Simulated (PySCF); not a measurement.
A side-by-side comparison of computed properties.

First species: C5H4F4O2.
Atom-mapped SMILES: `[F:1]/[CH:2]=[CH:3]\[O:4]/[CH:5]=[C:6](/[F:7])[O:8][CH:9]([F:10])[F:11]` (hydrogens: H12 on C2; H13 on C3; H14 on C5; H15 on C9)

Second species: C₅H₄F₄O₂.
InChI=1S/C5H4F4O2/c6-1-2-3(10)4(11-2)5(7,8)9/h2,4H,1H2/t2-,4+/m1/s1

Levels: wB97X-D/def2-SVPD for dipole moment, HOMO energy, LUMO energy, HOMO–LUMO gap, static isotropic polarisability and electronic spatial extent ⟨r²⟩ about the centre of nuclear charge; TDDFT wB97X-D/def2-SVPD for lowest singlet excitation; TDA wB97X-D/def2-SVPD for lowest triplet excitation (Tamm–Dancoff); PBE0-D3(BJ)/def2-SVP for rotational constant A and rotational constant C. Geometries: PBE0-D3(BJ)/def2-SVP. Each species is one conformer at its optimised geometry, gas phase, non-relativistic unless stated; the electronic structure was computed with PySCF and density fitting.

The conformers computed, where there is a choice (atom-mapped SMILES and torsion angles):
- `[F:1]/[CH:2]=[CH:3]\[O:4]/[CH:5]=[C:6](/[F:7])[O:8][CH:9]([F:10])[F:11]`: C2–C3–O4–C5 -3°, C3–O4–C5–C6 174°, C5–C6–O8–C9 117°, C6–O8–C9–F10 -73°
- `[O:1]=[C:2]1[C@@H:3]([CH2:4][F:5])[O:6][C@@H:7]1[C:8]([F:9])([F:10])[F:11]`: C2–C3–C4–F5 41°, O6–C7–C8–F9 -176°

Values for the first species:

```
Dipole moment                                                     : 1.59 D
HOMO energy                                                       : -8.45 eV
LUMO energy                                                       : 1.67 eV
HOMO–LUMO gap                                                     : 10.12 eV
Lowest singlet excitation                                         : 6.15 eV
Lowest triplet excitation (Tamm–Dancoff)                          : 4.03 eV
Static isotropic polarisability                                   : 76.5 au
Electronic spatial extent ⟨r²⟩ about the centre of nuclear charge : 2284 bohr²
Rotational constant A                                             : 2.294 GHz
Rotational constant C                                             : 0.437 GHz
```

Problem. Estimate the same properties for the second species, and the change in each.

Solution. 
```
                                                         property       first      second  second less first
                                                    dipole moment      1.59 D      2.74 D            +1.15 D
                                                      HOMO energy    -8.45 eV   -10.35 eV           -1.90 eV
                                                      LUMO energy     1.67 eV     0.04 eV           -1.63 eV
                                                    HOMO–LUMO gap    10.12 eV    10.39 eV           +0.27 eV
                                        lowest singlet excitation     6.15 eV     4.38 eV           -1.77 eV
                         lowest triplet excitation (Tamm–Dancoff)     4.03 eV     3.85 eV           -0.18 eV
                                  static isotropic polarisability     76.5 au     65.9 au           -10.6 au
electronic spatial extent ⟨r²⟩ about the centre of nuclear charge  2284 bohr²  1676 bohr²         -608 bohr²
                                            rotational constant A   2.294 GHz   2.157 GHz         -0.137 GHz
                                            rotational constant C   0.437 GHz   0.651 GHz         +0.214 GHz
```

On the first: No computed singlet falls in the visible range (750 to 380 nm, 1.65 to 3.26 eV); S1 lies 2.89 eV above its blue end. The 10 singlets span 6.15 to 8.34 eV, and their oscillator strengths add up to 0.76.

On the second: No computed singlet falls in the visible range (750 to 380 nm, 1.65 to 3.26 eV); S1 lies 1.12 eV above its blue end. In atomic units the dipole is 1.08 e·bohr (1 au = 2.5417 D).
